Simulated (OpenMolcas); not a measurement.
How methods differ on Si2NH6F (SMILES F[SiH2]N[SiH3])

The species is Si2NH6F (10 atoms), meant as a singlet with charge 0. As SMILES, `F[SiH2]N[SiH3]`. The coordinates come from a PBE0-D4/def2-TZVP relaxation. This is one conformer, not always the lowest.

```xyz
10

F    -1.5615    0.9943   -1.7767
Si   -0.3750    1.3018   -0.7459
N     0.5148   -0.0948   -0.3359
Si    0.1948   -1.2361    0.9287
H     0.5172    2.2672   -1.4267
H    -1.0101    1.8394    0.4759
H     1.2643   -0.3362   -0.9700
H     1.3915   -1.4221    1.7916
H    -0.1863   -2.5698    0.3920
H    -0.9244   -0.6833    1.7303
```

Each level gives the dipole moment (D). The values are calculated.

```
         level             kind     program  value (D)
 SVWN5/cc-pVDZ              LDA  OpenMolcas       1.73
  BLYP/cc-pVDZ              GGA  OpenMolcas       1.67
revPBE/cc-pVDZ              GGA  OpenMolcas       1.66
 M06-L/cc-pVDZ         meta-GGA  OpenMolcas       1.78
r2SCAN/cc-pVDZ         meta-GGA  OpenMolcas       1.74
 BHLYP/cc-pVDZ    global hybrid  OpenMolcas       1.86
M06-2X/cc-pVDZ  hybrid meta-GGA  OpenMolcas       1.80
  PBE0/cc-pVDZ    global hybrid  OpenMolcas       1.78
```

The values span 1.66 to 1.86 D. Magnitudes only.
